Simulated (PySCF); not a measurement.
Vertical excitations of a molecule C₃H₄O₂Si from TDA-PBE/def2-SVPD (PySCF), as energy in eV (oscillator strength): 4.61 (0.005), 4.67 (0.007), 4.95 (0.001), 5.15 (0.001), 5.27 (0.049), 6.03 (0.003), 6.13 (0.002), 6.23 (0.009), 6.61 (0.335), 6.73 (0.000). Lowest triplet (TDA): 3.90 eV. Geometry: PBE0-D3(BJ)/def2-SVP. Other conformers were not sampled.

Question: Which molecule gave these data?
A. C#C[SiH2]OC=O
B. C=C1OC(=O)[SiH2]1
C. C#C[SiH2]C(=O)O
D. O=C1CC(=O)[SiH2]1

Answer: B, C=C1OC(=O)[SiH2]1
